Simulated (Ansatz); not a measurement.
Ideal-gas functions of Ga2H4 (`[GaH2][GaH2]`) at 800 K and 1 bar, from an Ansatz frequency run at PBE0-D4/def2-TZVP.

Molar mass 143.48 g/mol, point group D2d (symmetry number 4), electronic degeneracy 1, moments of inertia 7.202, 231.589, 231.602 u Å². Harmonic wavenumbers (cm⁻¹, unscaled): 202, 236, 292, 292, 553, 553, 715, 790, 1918, 1932, 1932, 1936.

Use S(trans) = R[1.5 ln M + 2.5 ln T − 1.1517]; rotational temperatures θ = 24.2544 K / I; S(rot) = R[ln(√π/σ · √(T³/θAθBθC)) + 1.5]; for each mode x = 1.438777 ν̃/T, S = R[x/(eˣ − 1) − ln(1 − e⁻ˣ)] and H = RT x/(eˣ − 1); 1 cm⁻¹ = 0.0119627 kJ/mol; R = 8.31446 J/(mol·K).

Q: By hand: the entropy, in J/(mol·K).

A: Translation 191.3. Rotation: θ = 3.3677, 0.1047, 0.1047 K, giving 102.8. Vibration, mode by mode: 16.78, 15.50, 13.76, 13.76, 8.69, 8.69, 6.77, 6.06, 1.21, 1.18, 1.18, 1.18, in all 94.8. Electronic 0.0. Sum 388.9 J/(mol·K).

Q: By hand: H − E and G − E in kJ/mol, counted from the electronic energy.

A: Zero-point energy ½ × 11351 × 0.0119627 = 67.9; thermal vibration 38.0; translation, rotation and pV give 4 RT = 26.6. H − E = 132.5 kJ/mol, and G − E = 132.5 − 800 × 388.9/1000 = -178.6 kJ/mol.

Vibration gives 24 % of the entropy.
